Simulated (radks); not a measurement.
Spherical quantum dot in the effective-mass picture: electrons in a parabolic well V = omega^2 r^2 / 2 with omega = 2.24, all in effective atomic units (hartree* = m*/eps^2 hartree, bohr* = eps/m* bohr), one dielectric constant everywhere. Calculated with a radial shooting solver with Libxc functionals: non-relativistic Kohn-Sham, LDA (Slater exchange, Perdew-Wang correlation), spin-polarised, spherical densities. Levels are named by radial order and angular momentum (1s, 1p, 1d, 2s, ...), and open shells are averaged over m.

N = 23, configuration 1s2 1p6 1d10 2s2 1f(up 3, down 0). This is the lowest configuration that the search found. Occupied and some empty levels:

level,occupation,eigenvalue (hartree*),<r> (bohr*)
1s up,1,19.274,1.039
1s down,1,19.306,1.031
1p up,3,20.468,1.314
1p down,3,20.518,1.309
1d up,5,21.789,1.513
1d down,5,21.849,1.510
2s up,1,22.021,1.336
2s down,1,22.065,1.339
1f up,3,23.223,1.672
1f down,0,23.287,1.672
2p up,0,23.574,1.508
2p down,0,23.616,1.511
1g up,0,24.754,1.808
1g down,0,24.819,1.809
2d up,0,25.188,1.666
2d down,0,25.231,1.668

Energy (hartree*): total 332.204, kinetic 53.122, external 128.77, Hartree 166.28, exchange-correlation -15.958.
